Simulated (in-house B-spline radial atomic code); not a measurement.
The numbers below are computed, except where a source is named.
Ca in an electron gas of r_s = 2: phase shifts, screening, friction and resistivity

A nucleus sits in a uniform electron gas with a rigid positive background. The Kohn-Sham equations are solved self-consistently in the spin-unpolarised LDA (PW92), non-relativistic, on B-splines with outgoing waves at the boundary and partial waves to l = 8. The model has no lattice, no bands and no magnetic solution. Atomic units; δ_l are the phase shifts at the Fermi level, counted so that each bound state adds π, and good to about 0.0005.

The density parameter is r_s = 2 bohr, near that of the valence electrons of Si (4 per atom, density 2.33 g/cm³, mass 28.09 u, which gives r_s = 2.01).

```csv
l,δ_l (rad)
0,8.3289
1,5.8288
2,1.0556
3,0.0354
4,0.0060
5,0.0012
6,0.0000
7,-0.0001
8,-0.0002
```

Bound levels below the band bottom (hartree): s -143.2, s -14.3, p -11.54, s -1.05, p -0.3998.

**Question.** Check the Friedel sum rule, and say where the screening charge sits.

**Answer.** k_F = (9π/4)^(1/3)/r_s = 0.95958. The rule is Z = (2/π) Σ (2l + 1) δ_l. The terms are s 5.302, p 11.132, d 3.360, f 0.158 and 0.040 beyond, in all 19.992 against Z = 20. Bound states hold 6 s, 12 p, 0 d electrons, so the scattering states carry 1.99 in all; where a term is smaller than its bound count, the bound level has drawn weight out of the band.

**Question.** Find the transport cross section and the electronic stopping of a 5 keV Ca ion (mass 40.08 u).

**Answer.** σ_tr = (4π/k_F²) Σ (l + 1) sin²(δ_l − δ_(l+1)). The terms for l = 0 to 3 are 0.3581, 1.9926, 2.1788, 0.0035, all together 4.5331, so σ_tr = 13.647 × 4.5331 = 61.864 bohr². With n = 3/(4π r_s³) = 0.02984, the friction coefficient is Q = n k_F σ_tr = 1.7715. For v well below v_F = 0.960, dE/dx = Q v; with 24801 eV per u at v = 1, v = √(5000/(24801 × 40.08)) = 0.0709, so dE/dx = 0.12564 hartree/bohr = 64.6 eV/nm. The largest term couples the d and f waves.

**Question.** What residual resistivity would 1 atomic per cent of such centres give in a metal of this density?

**Answer.** Δρ = k_F n_i σ_tr/n in atomic units of 21.74 μΩ·cm. With one host atom per 4 electrons, n_i/n = 0.01/4, so Δρ = 0.9596 × 0.00250 × 61.864 × 21.74 = 3.23 μΩ·cm. This is an atom added to the gas, as on an interstitial site.

**Question.** On a substitutional site the background of one host ion, a sphere holding 4 charges, is taken out. The phase shifts for l = 0 to 4 become 7.9606, 5.5459, 0.2188, -0.0511, -0.0161. What follows?

**Answer.** The Friedel sum is now 16.01, for Z − 4 = 16. The sum in σ_tr is 1.9954, so σ_tr = 27.23 bohr² and Δρ = 1.42 μΩ·cm per atomic per cent, 0.44 times the value above. A real host ion scatters too, so this model doesn't give zero even for the host's own atom.
